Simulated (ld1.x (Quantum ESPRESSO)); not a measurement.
Cu (Z = 29): excitation energies, all-electron against PAW

```
Element                 : copper
Generator               : ld1.x (Quantum ESPRESSO) 7.5
Type                    : PAW
Functional              : LDA (PZ)
Relativity              : scalar-relativistic
Frozen core             : [Ar]
Valence charge          : 11
Reference configuration : 3d10 4s0.5 4p0 (charge +0.5)
Partial waves           : 4s (bound): rcut 1.65, rcutus 1.85 bohr; 4s channel at 0.4 Ry: rcut 1.65, rcutus 1.85 bohr; 4p (bound, empty): rcut 2.15, rcutus 2.85 bohr; 4p channel at 0.4 Ry: rcut 2.15, rcutus 2.85 bohr; 3d (bound): rcut 1.55, rcutus 1.65 bohr; 3d channel at -0.25 Ry: rcut 1.55, rcutus 1.65 bohr
Local potential         : all-electron potential smoothed inside 2.75 bohr (lloc = -1)
Core correction         : Bessel-smoothed model core, default radius (core density twice the valence density)
Augmentation charge     : BESSEL, radius 1.20 bohr
```

Energies are relative to the spin-unpolarised reference configuration 3d10 4s0.5 4p0; without spin polarisation the order of configurations can differ from experiment. Spin-polarised rows fill each open shell by Hund’s rule, majority spin first.

Problem. Give the all-electron excitation energy and the error of the potential for: 3d10 4s1 4p0; 3d10 4s0 4p0; 3d9 4s0 4p0; 3d9 4s1 4p0; 3d8 4s0 4p0; 3d7 4s0 4p0; 3d9 4s2 4p0; 3d10 4s0.5 4p0 (spin-polarised); 3d10 4s1 4p0 (spin-polarised).

Solution.

| valence configuration | charge | ΔE all-electron (eV) | error AE − PS (meV) |
| --- | --- | --- | --- |
| 3d10 4s1 4p0 | 0 | -3.302 | -1.2 |
| 3d10 4s0 4p0 | +1 | 5.132 | -2.9 |
| 3d9 4s0 4p0 | +2 | 26.819 | -79 |
| 3d9 4s1 4p0 | +1 | 8.599 | -81 |
| 3d8 4s0 4p0 | +3 | 66.183 | -695 |
| 3d7 4s0 4p0 | +4 | 126.214 | -2589 |
| 3d9 4s2 4p0 | 0 | -1.299 | -93 |
| 3d10 4s0.5 4p0 (spin-polarised) | +0.5 | -0.056 | -0.1 |
| 3d10 4s1 4p0 (spin-polarised) | 0 | -3.486 | -1.4 |
